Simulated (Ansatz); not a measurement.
`CC(C)OC(=O)C(=O)OCC(F)(F)C(F)F`, 26 atoms. Hardware: 4 threads of Arm Neoverse V2 on a shared host.

Correlated methods freeze 16 core orbitals.

Task: How many basis functions does each of these Ansatz runs have, and roughly what does it cost? HF/STO-3G, charge 0 singlet, energy; PBE-D4/def2-SVP, charge 0 singlet, energy, from earlier orbitals; PBE0-D4/def2-SVP, charge 0 triplet at the geometry of the charge 0 singlet, energy; PBE-D4/def2-SVP, charge 1 doublet at the geometry of the charge 0 singlet, energy, from earlier orbitals; RPA@PBE/def2-SVP, charge 0 singlet, energy, from earlier orbitals; PBE-D4/def2-SVP, charge -1 doublet at the geometry of the charge 0 singlet, energy, from earlier orbitals; PBE0-D4/def2-SVP, charge -1 doublet at the geometry of the charge 0 singlet, energy; B3LYP-D4/6-31G, charge 0 singlet, energy; PBE0-D4/def2-TZVP, charge 0 singlet, energy and forces, from earlier orbitals; r2SCAN-D4/def2-SVP, charge 0 singlet, relaxation, 6 steps; PBE-D4/def2-SVP, charge 0 triplet at the geometry of the charge 0 singlet, energy, from earlier orbitals; PBE0-D4/def2-SVP, charge 0 singlet, energy, from earlier orbitals.

Result: Other jobs shared the machine, so times can vary by a factor of up to 3. A dash marks memory too small to be measured apart from the calling script's.

| run | functions | fitting or Cholesky vectors | wall time | peak host memory (GiB) |
| --- | --- | --- | --- | --- |
| HF/STO-3G, charge 0 singlet, energy | 90 | 1332 | 1.1 s | – |
| B3LYP-D4/6-31G, charge 0 singlet, energy | 164 | 1936 | 4.8 s | – |
| PBE-D4/def2-SVP, charge 0 singlet, energy, from earlier orbitals | 274 | 3008 | 5.5 s | – |
| PBE-D4/def2-SVP, charge -1 doublet at the geometry of the charge 0 singlet, energy, from earlier orbitals | 274 | 3008 | 10 s | – |
| PBE-D4/def2-SVP, charge 0 triplet at the geometry of the charge 0 singlet, energy, from earlier orbitals | 274 | 3008 | 10 s | – |
| PBE-D4/def2-SVP, charge 1 doublet at the geometry of the charge 0 singlet, energy, from earlier orbitals | 274 | 3008 | 11 s | – |
| PBE0-D4/def2-SVP, charge 0 singlet, energy, from earlier orbitals | 274 | 3008 | 12 s | 1.4 |
| PBE0-D4/def2-SVP, charge -1 doublet at the geometry of the charge 0 singlet, energy | 274 | 2719 | 15 s | 1.7 |
| RPA@PBE/def2-SVP, charge 0 singlet, energy, from earlier orbitals | 274 | 2718 | 17 s | – |
| PBE0-D4/def2-SVP, charge 0 triplet at the geometry of the charge 0 singlet, energy | 274 | 2718 | 21 s | 1.7 |
| r2SCAN-D4/def2-SVP, charge 0 singlet, relaxation, 6 steps | 274 | 3008 | 44 s | – |
| PBE0-D4/def2-TZVP, charge 0 singlet, energy and forces, from earlier orbitals | 556 | 3108 | 52 s | 3.4 |
